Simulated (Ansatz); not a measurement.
Consider the substitution at a C–C bond: `Cc1ccc(C)nc1` + `[NH2][In]([F])[F]` → `C[NH][In]([F])[F]` + `Cc1ccccn1`.

Computed with Ansatz on PBE0-D4/def2-TZVP structures; ΔE is electronic, products minus reactants. CBS: MP2 limit from def2 TZ/QZ plus the TZ coupled-cluster correction, frozen cores. DFT in def2-TZVPP. B3LYP here is the variant with VWN-RPA as its local correlation; programs differ in this. Elements past krypton have def2 core potentials. For In outer-core shells are correlated without core-valence functions, which leaves a few kJ/mol of doubt a bond. One conformer a species, not always the lowest.

Q: Is it downhill or uphill in electronic energy at CCSD(T)/CBS, and by how much? (Estimate.)

A: Computed: Uphill: ΔE = +0.57 eV.

Q: What do these levels give: revPBE-D4, B97M-V, r2SCAN0-D4, revPBE, BLYP, B3LYP, MP2/def2-SVP, HF/def2-TZVPP, CCSD/def2-TZVPP, HF/def2-QZVPP, SCS-MP2/def2-QZVPP, MP2/CBS(def2)? (Best estimate.)

A: Ansatz gave: revPBE-D4 0.59, B97M-V 0.61, r2SCAN0-D4 0.60, revPBE 0.54, BLYP 0.50, B3LYP 0.52, MP2/def2-SVP 0.57, HF/def2-TZVPP 0.48, CCSD/def2-TZVPP 0.56, HF/def2-QZVPP 0.47, SCS-MP2/def2-QZVPP 0.58, MP2/CBS(def2) 0.62 eV.

Largest T1 diagnostic among the species: 0.016.

At CCSD(T), def2-SVP lies −0.06 eV from the extrapolated value and def2-TZVPP +0.01 eV. Leaving LDA and LC-ωPBE aside and taking each functional with its dispersion term where it has one, the values, not all of them listed here, spread over 0.07 eV, from BLYP-D4 to B97M-V. LDA lies +0.05 eV from PBE without D4.
